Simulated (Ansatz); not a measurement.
Z-matrix (Å, degrees):
```
Zr
Cl 1 2.3346
Cl 1 2.3348 2 109.38
Cl 1 2.3350 2 109.50 3 -119.93
Cl 1 2.3351 2 109.42 3 119.99
```
Charge 0, multiplicity 1.

All values below come from frozen-core CCSD(T)/def2-TZVPP // BP86-D3(BJ)/def2-SVP run with Ansatz (a program for electronic structure).

The HF energy comes out as -1884.92680 Ha and the MP2 correlation energy is -1.09371 Ha.

**Question.** Estimate the CCSD correlation energy, the (T) correction, the total energy and the T1 diagnostic.

**Answer.** 
- CCSD correlation energy: -1.14253 Ha
- (T) correction: -0.05605 Ha
- CCSD(T) total energy: -1886.12538 Ha
- T1 diagnostic: 0.016
